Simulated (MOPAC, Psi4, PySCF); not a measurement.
Torsional profile of SMILES C/C=C\c1ccco1 (C7H8O). Scanned: dihedral C2–C3–C4–O8; all other coordinates were relaxed at GFN2-xTB. Points at φ and −φ are mirror images. Heavy atoms are numbered in the order of the SMILES C/C=C\c1ccco1, hydrogens after them in the order of the atoms that carry them; the mirror image has the same energies with the sign of each dihedral reversed.

Computed with: PM6, restricted, heats of formation // GFN2-xTB (MOPAC); PBE0-D3(BJ)/def2-SVP // GFN2-xTB (Psi4); RKS-B3LYP/6-31G* = restricted B3LYP/6-31G*, spherical d, density fitting // GFN2-xTB (PySCF).

Energies in kJ/mol, each method relative to its own lowest point.

| φ / ° | PM6 | PBE0-D3(BJ)/def2-SVP | RKS-B3LYP/6-31G* |
|---|---|---|---|
| -150 | 1.4 | 5.1 | 4.8 |
| -120 | 6.0 | 15.9 | 15.5 |
| -90 | 8.0 | 24.3 | 23.6 |
| -60 | 6.1 | 18.2 | 17.5 |
| -30 | 3.3 | 5.4 | 5.2 |
| 0 | 3.2 | 0.0 | 0.0 |
| 30 | 3.3 | 5.4 | 5.2 |
| 60 | 6.1 | 18.2 | 17.5 |
| 90 | 8.0 | 24.3 | 23.6 |
| 120 | 6.0 | 15.9 | 15.5 |
| 150 | 1.4 | 5.1 | 4.8 |
| 180 | 0.0 | 2.3 | 2.5 |
